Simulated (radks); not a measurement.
The thallium ion Tl2+ inside a hard spherical wall (all orbitals vanish at R), configuration held at [Xe] 4f14 5d10 6s1 and not refilled when levels cross. Calculated with a radial shooting solver on a logarithmic mesh with Libxc functionals: scalar-relativistic Kohn-Sham, LDA (Slater exchange, Perdew-Wang correlation), spin-polarised, spherical densities, point nucleus; open shells are filled with parallel spins first (spin-orbit coupling, left out, can overturn this in heavy ions). Eigenvalues in eV for spin up, with the zero of energy where the potential of the charges vanishes at infinity; a dash marks a level that is unbound or too diffuse for the functional's potential to be trusted. A positive occupied level is held by the wall or, in an anion where self-interaction has pushed it up, behind a barrier. The pressure on the wall is -dE/dV.

\begin{tabular}{lrrrrrrrrr}
R (bohr) & E (hartree) & kinetic (hartree) & e(4f) & e(5p) & e(5d) & e(6s) & e(6p, empty) & e(7s, empty) & pressure (GPa) \\ \hline
free & -20234.0019 & 22792.378 & -132.44 & -94.325 & -33.556 & -26.178 & -16.644 & -8.623 & 0 \\
15 & -20234.0019 & 22792.378 & -132.44 & -94.325 & -33.556 & -26.178 & -16.644 & -8.623 & < 0.0001 \\
8 & -20234.0019 & 22792.378 & -132.44 & -94.324 & -33.555 & -26.177 & -16.636 & -7.963 & 0.000748 \\
6 & -20234.0010 & 22792.391 & -132.41 & -94.292 & -33.525 & -26.135 & -16.422 & -4.602 & 0.137 \\
5 & -20233.9932 & 22792.471 & -132.21 & -94.108 & -33.357 & -25.861 & -15.608 & 1.466 & 1.80 \\
4 & -20233.9240 & 22793.007 & -131.07 & -93.081 & -32.406 & -24.144 & -12.090 & 18.076 & 24.9 \\
3.5 & -20233.7673 & 22794.024 & -129.20 & -91.454 & -30.847 & -21.163 & -7.042 & 36.525 & 99.8 \\
3 & -20233.2722 & 22796.820 & -124.82 & -87.808 & -27.148 & -13.740 & 4.203 & 71.107 & 439 \\
2 & -20224.9904 & 22834.515 & -89.181 & -58.964 & 7.334 & 63.508 & 103.49 & 303.31 & 14700 \\
1.5 & -20192.9858 & 22957.979 & -21.334 & 8.353 & 92.144 & 261.76 & 330.00 & 747.93 & 141000 \\
\end{tabular}
